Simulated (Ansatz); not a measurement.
Harmonic frequencies (cm⁻¹) at PBE0-D4/def2-TZVP from Ansatz: 83, 128, 364, 370, 508, 544, 608, 708, 782, 798, 1230, 1448, 1452, 1953, 1957, 3071, 3168, 3177.

Problem. Which molecule is it?
A. `Cl[CH2][SnH3]`
B. `[CH3][Sn]([Cl])([Cl])[Cl]`
C. `[CH3][SnH2][Cl]`
D. `[SiH3][O][SnH2][Cl]`

Solution. C.
